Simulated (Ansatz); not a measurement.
One change: `OB[SiH2][AlH2]` becomes `[AlH2][SiH2]BC[SiH3]`.

Ansatz, PBE0-D4/def2-TZVP geometries, multiplicity 1. Each molecule was computed in one conformer, which needn't be the lowest.

| property | `OB[SiH2][AlH2]` |
| --- | --- |
| LUMO energy (PBE/def2-TZVPP) / eV | -2.82 |
| LUMO energy (B3LYP/def2-TZVPP) / eV | -2.24 |
| size of the dipole moment (B3LYP/def2-TZVPP) / D | 1.82 |
| LUMO energy (ωB97M-V/def2-TZVPP) / eV | -0.40 |
| LUMO energy (PBE0/def2-TZVPP) / eV | -2.06 |
| size of the dipole moment (PBE/def2-TZVPP) / D | 1.84 |

(1) What does the change do to each property? (Estimate.)

## Answers

(1) Ansatz gave: 
```json
{"property": "LUMO energy (PBE/def2-TZVPP) / eV", "`[AlH2][SiH2]BC[SiH3]`": "-3.18", "shift": "-0.36"}
{"property": "LUMO energy (B3LYP/def2-TZVPP) / eV", "`[AlH2][SiH2]BC[SiH3]`": "-2.56", "shift": "-0.32"}
{"property": "size of the dipole moment (B3LYP/def2-TZVPP) / D", "`[AlH2][SiH2]BC[SiH3]`": "0.90", "shift": "-0.92"}
{"property": "LUMO energy (ωB97M-V/def2-TZVPP) / eV", "`[AlH2][SiH2]BC[SiH3]`": "-0.71", "shift": "-0.31"}
{"property": "LUMO energy (PBE0/def2-TZVPP) / eV", "`[AlH2][SiH2]BC[SiH3]`": "-2.41", "shift": "-0.35"}
{"property": "size of the dipole moment (PBE/def2-TZVPP) / D", "`[AlH2][SiH2]BC[SiH3]`": "0.95", "shift": "-0.89"}
```

Dipoles are sizes alone; their direction can turn.

B3LYP here is the variant with VWN-RPA as its local correlation; programs differ in this.
